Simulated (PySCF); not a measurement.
Species: C2H6O2Si.
Numbering: `[OH:1][Si@H:2]1[CH2:3][CH2:4][O:5]1` (hydrogens: H6 on O1; H7 on Si2; H8, H9 on C3; H10, H11 on C4)

Method: PBE0-D3(BJ)/def2-SVP geometry optimisation, gas phase in PySCF 2.14.0; density fitting, grid level 1; the optimiser is geomeTRIC in internal coordinates, started from a GFN2-xTB structure with every atom displaced at random (about 0.01 Å).

Geometry at step 0:
```
atom  x, y, z in Å
O1      2.2457    0.8153   -0.2076
Si2     1.0132   -0.2379   -0.3064
C3     -0.4729   -0.3152    0.9022
C4     -1.2519   -0.0186   -0.3427
O5     -0.2409    0.2070   -1.3000
H6      2.0513    1.7855   -0.2372
H7      1.7029   -1.4721   -0.6442
H8     -0.6673   -1.2580    1.3739
H9     -0.5306    0.4762    1.6789
H10    -1.8866   -0.8721   -0.6610
H11    -1.9248    0.8640   -0.2716
```

Question: What forces act on the atoms?

Answer: 
```csv
atom,Fx (eV/Å),Fy (eV/Å),Fz (eV/Å)
O1,0.388,2.070,-0.005
Si2,-0.704,-0.305,0.800
C3,1.166,0.853,0.699
C4,-1.515,0.039,-0.444
O5,0.107,0.422,-1.288
H6,0.223,-1.360,0.116
H7,0.214,-0.607,-0.099
H8,-0.211,-0.898,0.419
H9,0.094,-0.203,-0.252
H10,0.051,0.126,0.066
H11,0.187,-0.138,-0.012
```

The largest, 2.11 eV/Å, acts on O1; the rms over all components is 0.699 eV/Å. The forces sum to zero within rounding, as they must for an isolated molecule in no field.

Question: Give the force on O1 in Eh/bohr and in nN.

Answer: 2.106 eV/Å ÷ 51.422 = 0.04095 Eh/bohr, and 2.106 eV/Å × 1.602 = 3.37 nN.

Question: How far is this geometry from the end of the optimisation?

Answer: 0.143 eV above it, and 0.105 Å rms away after alignment. The bonds farthest from their final lengths, with half the difference of the two atoms' forces along the bond (positive lengthens):

```
  bond  now (Å)  final (Å)  force along bond (eV/Å)
 C3–C4    1.498      1.544                    +1.09
Si2–C3    1.917      1.882                    -0.78
 C4–O5    1.410      1.440                    +0.90
Si2–H7    1.454      1.483                    +0.45
O1–Si2    1.624      1.653                    +1.16
 O1–H6    0.990      0.962                    -1.67
```

The angle farthest from its final value is O1–Si2–C3, 125.2° against 120.8°.

Of the 6 listed bonds off by 0.010 Å or more, this force points towards the final length in 6.

What follows is the cost of the whole optimisation. Time: 52 s wall; peak memory 0.43 GiB. Hardware: Arm Neoverse N1, one thread, no GPU, shared host with 64 logical CPUs at a one-minute load of 32.
